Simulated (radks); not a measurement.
Results of a calculation; reference values are marked as such.
Task: Species: Cd38+. Configuration: [Ne]. Level of theory: non-relativistic Kohn-Sham, LDA (Slater exchange, Perdew-Wang correlation), spin-unpolarised, spherical densities, point nucleus; relativity is left out, which matters for an element this heavy (a radial shooting solver on a logarithmic mesh with Libxc functionals). Some entries of the table are withheld. Estimate them.

orbital  occ.  eigenvalue (hartree)  <r> (bohr)  <r^2> (bohr^2)
1s          2             -1028.333     0.03171        0.001345
2s          2                   (1)         (2)             (3)
2p          6                   (4)         (5)             (6)

Result: 
(1) 2s eigenvalue (hartree): -218.0703
(2) 2s <r> (bohr): 0.1346
(3) 2s <r^2> (bohr^2): 0.02120
(4) 2p eigenvalue (hartree): -210.1328
(5) 2p <r> (bohr): 0.1146
(6) 2p <r^2> (bohr^2): 0.01588
